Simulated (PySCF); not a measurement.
# Reading the logs of faulty runs: BCl2HSi

These are calculations, not measurements. They come from PySCF 2.14.0, an open-source quantum chemistry program, on an isolated molecule that a program drew, which may never have been made. The molecule is BCl2HSi (charge 0, singlet), drawn as the SMILES string `ClB[Si]Cl`.

Each row is a Hartree-Fock (HF) and frozen-core CCSD(T) single point in the cc-pV(D+d)Z basis, meant for a local HF minimum. Run 1 is clean. Each other run has one planted mistake out of seven kinds, and not every kind appears here: one electron removed, one electron added, multiplicity raised by two, geometry at a saddle point, minimal basis STO-3G, one bond length entered in bohr, all coordinates scaled. The reference is restricted for singlets and unrestricted otherwise, and also for a bond in bohr. Adding or removing an electron swaps singlet and doublet. Electrons count all cores. HOMO and LUMO are orbital energies over both spins, the gradient is its largest component, and the lowest frequency (negative if imaginary) is given only where the gradient is small. Bond lengths are over the 4 bonds as drawn. T1 is the CCSD diagnostic: over 0.02 (restricted) or 0.045 (unrestricted) a single reference is doubtful.

Geometry of the clean run:
```xyz
5
BCl2HSi, angstrom
Cl   -0.1458   -3.0259   -0.7833
B    -0.5404   -2.1058   -2.2432
Si    0.5786   -0.4173   -2.6287
Cl   -0.8721    0.8706   -1.7832
H    -1.4326   -2.5307   -2.9159
```

| run | electrons | basis functions | <S^2> | HOMO (eV) | LUMO (eV) | gradient (hartree/bohr) | lowest frequency (cm^-1) | mean bond (Å) | longest bond (Å) | T1 | HF (hartree) | CCSD(T) (hartree) | mistake |
|---|---|---|---|---|---|---|---|---|---|---|---|---|---|
| 1 | 54 | 88 | 0.000 | -9.06 | 0.20 | 1.7e-05 | 65 | 1.7859 | 2.116 | 0.0159 | -1233.23735 | -1233.73121 | no fault |
| 2 | 54 | 88 | 0.000 | -8.92 | 0.35 | 1.7e-02 | - | 1.7467 | 2.070 | 0.0154 | -1233.23508 | -1233.72872 | all coordinates scaled |
| 3 | 54 | 88 | 2.016 | -8.22 | -0.35 | 1.6e-02 | - | 1.7859 | 2.116 | 0.0236 | -1233.20664 | -1233.68152 | multiplicity raised by two |
| 4 | 54 | 88 | 1.024 | -9.07 | 0.34 | 1.5e-02 | - | 2.0518 | 2.259 | 0.0672 | -1233.12614 | -1233.61617 | one bond length entered in bohr |
| 5 | 54 | 33 | 0.000 | -7.16 | 4.22 | 1.7e-02 | - | 1.7859 | 2.116 | 0.0141 | -1219.75504 | -1219.85577 | ? |

**Which mistake was planted in run 5, and what did it cost?**

It has 33 basis functions where the clean run has 88, with the same electrons and geometry. So the mistake is: minimal basis STO-3G. Subtracting run 1 and multiplying by 627.51 kcal/mol a hartree, the energy moved by 8460.3 kcal/mol in HF and 8707.0 kcal/mol in CCSD(T).

Cautions from the logs. Run 4: T1 is over the limit, so its CCSD(T) energy is less reliable.
